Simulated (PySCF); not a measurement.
**Relaxation of singlet H₃TcO₂**

All numbers come from PySCF, PBE0, basis Tc def2-TZVP with ECP28, O def2-TZVP, H def2-TZVP (scalar-relativistic core potentials, no spin–orbit coupling, density fitting). A (50,194) grid was used.

A hand-made trigonal bipyramidal (ligand arrangement 2) start, of Cs symmetry, held to at least that symmetry:

```xyz
6
charge 0 multiplicity 1, angstrom
Tc    0.0997    0.1727    0.1994
O     0.0997    0.1727   -1.5706
O    -0.7853   -1.3602    0.1994
H     0.0997    0.1727    1.7994
H     1.6997    0.1727    0.1994
H    -0.7003    1.5583    0.1994
```

What does it relax to?

It ends at C2v with Tc–H 1.619 Å (×2), Tc–H 1.629 Å, Tc–O 1.664 Å (×2); H–Tc–H 57.5° (×2), H–Tc–H 115.0°, H–Tc–O 103.5° (×4), H–Tc–O 115.7° (×2), O–Tc–O 128.6° (after a last refinement on a finer grid). A frequency run shows a minimum. Other isomers or separated fragments may lie lower.

How much energy is released, and in how many steps?

406.4 kJ/mol in 13 steps.
